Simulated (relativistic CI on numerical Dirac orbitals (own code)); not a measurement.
# d1 to d9 in one octahedral field

Computed with a parametric ligand-field model without spin-orbit coupling, by exact diagonalisation: B = 410, C = 1680, 10Dq = 39100 cm⁻¹ (Oh; |10Dq|/B = 95.4) for every shell. Energies in cm⁻¹; the field energy is (0.6 n_e − 0.4 n_t2) × 10Dq of the ground term; g labels are left out. So small a B with so large a field is typical of 4d and 5d ions, where spin-orbit coupling, left out here, reaches 1,000 to 4,000 cm⁻¹.

```
Shell  Ground term  Electrons in e  Field energy  First spin-allowed bands  Lowest term of other spin
   d1          2T2           0.000        -15640                  2E 39100                           
   d2          3T1           0.003        -31152      3T2 38011, 3T1 43072                   1T2 5909
   d3          4A2           0.000        -46920      4T2 39100, 4T1 43850                    2E 8436
   d4          3T1           0.005        -62350       3E 37322, 3T1 37734                   1T2 5345
   d5          2T2           0.011        -77775      2A2 36618, 2T1 36766                  4T1 30740
   d6          1A1           0.009        -93506      1T1 37710, 1T2 43893                  3T1 34226
   d7           2E           1.005        -70179      2T1 37632, 2T2 38085                  4T1 30830
   d8          3A2           2.000        -46920      3T2 39100, 3T1 43850                    1E 6614
   d9           2E           3.000        -23460                 2T2 39100
```

Low spin: d4, d5, d6, d7; the other shells keep the spin of the free ion. Only d4 to d7 can choose; the field needed to pair spins is smallest for d6 and largest for d5, which loses most exchange energy. In the strong-field picture 10Dq must exceed about 6B + 5C = 10860 (d4), 7.5B + 5C = 11475 (d5), 2.5B + 4C = 7745 (d6) and 4B + 4C = 8360 (d7); mixing of terms shifts these bounds somewhat.
